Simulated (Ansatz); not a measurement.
`C[S][Cd][OH]` + H–F → `[OH][Cd][F]` + CH₃SH at 700 K and 1 bar (ligand exchange at a Cd–S bond).

Program: Ansatz. Geometries: PBE0-D4/def2-TZVP. ΔE: electronic, gas phase. CBS: MP2 limit from def2 TZ/QZ plus the TZ coupled-cluster correction, frozen cores. This one scheme is used for every species. def2 core potentials past Kr. For Cd outer-core shells are correlated without core-valence functions, which leaves a few kJ/mol of doubt a bond. One conformer a species, not always the lowest.

| species | CCSD(T)/CBS energy (Eh) | H − E (kJ/mol) | S (J/(mol·K)) |
| --- | --- | --- | --- |
| `C[S][Cd][OH]` | -681.14943 | 202.4 | 454.8 |
| H–F | -100.39570 | 45.2 | 198.5 |
| `[OH][Cd][F]` | -343.29729 | 78.5 | 344.1 |
| CH₃SH | -438.22835 | 160.2 | 309.0 |

H − E and S are ideal-gas, rigid-rotor, harmonic terms from PBE0-D4/def2-TZVP, for one conformer and one mirror image of each species. 1 Eh = 2625.50 kJ/mol, R = 8.31446 J/(mol·K).

**Question.** By hand: ΔE, ΔH, ΔS and ΔG.

**Answer.** ΔE = (-343.29729) + (-438.22835) − (-681.14943) − (-100.39570) = 0.01949 Eh = 51.2 kJ/mol. Δ(H − E) = 78.5 + 160.2 − 202.4 − 45.2 = -8.9, so ΔH = 42.3 kJ/mol. ΔS = 344.1 + 309.0 − 454.8 − 198.5 = -0.2 J/(mol·K). ΔG = 42.3 − 700 × (-0.2)/1000 = 42.4 kJ/mol.

**Question.** By hand: the equilibrium constant, and the temperature at which ΔG would vanish if ΔH and ΔS stayed fixed.

**Answer.** log₁₀ K = −ΔG/(RT ln 10) = -3.2. ΔH and −TΔS have one sign here, so there is no such temperature.

The number of gas molecules stays the same, so ΔS is small and ΔH decides. A doubt of 5 kJ/mol in ΔE shifts log₁₀ K by 0.4 here. Other conformers and mirror images would add mixing entropy, several J/(mol·K) or more a flexible species. These are equilibria of isolated gas molecules and say nothing of rates. Largest T1 diagnostic: 0.017 (customary marks: 0.02 for closed shells, 0.045 for open ones).

ΔS is within the doubt of such terms, so its sign, and with it that verdict, could turn.
